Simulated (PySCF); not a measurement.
Ligands exchanged one at a time, Ga F-Br. All species are isolated molecules in the gas phase. Strings in code marks are SMILES.

The four lowest singlet excitations (Tamm–Dancoff). Computed with PySCF with B3LYP-D3(BJ)/def2-TZVP // PBE0-D4/def2-TZVP. B3LYP has the VWN-RPA correlation part, as in Gaussian. Excitations are Tamm–Dancoff values on a coarser integration grid. The basis has no diffuse functions, so Rydberg states are missing or too high.

```json
[
 {"state": "S1", "energy (eV)": "7.22", "wavelength (nm)": "172", "oscillator strength": "0.000"},
 {"state": "S2", "energy (eV)": "7.38", "wavelength (nm)": "168", "oscillator strength": "0.000"},
 {"state": "S3", "energy (eV)": "7.38", "wavelength (nm)": "168", "oscillator strength": "0.000"},
 {"state": "S4", "energy (eV)": "7.51", "wavelength (nm)": "165", "oscillator strength": "0.061"}
]
```

Q: Say which member gives these states.
A. `[F][Ga]([F])[F]`
B. `[F][Ga]([Br])[Br]`
C. `[Br][Ga]([Br])[Br]`

A: A, `[F][Ga]([F])[F]`
